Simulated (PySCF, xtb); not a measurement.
Si(F)3(NCO) (CF3NOSi), SMILES N(=C=O)[Si](F)(F)F.

xtb with GFN2-xTB at its own geometry gives an orbital gap of 6.63 eV and a dipole moment of 0.59 D.

Coordinates come from a r2SCAN-D4/def2-SVP optimisation. The values are those of a single conformer.

### Question
What does PBE/def2-TZVP in PySCF give? (An estimate is asked for; the answer gives what the named calculation found.)

### Answer
gap 7.26 eV (levels -8.43 and -1.17 eV), dipole 0.30 D.
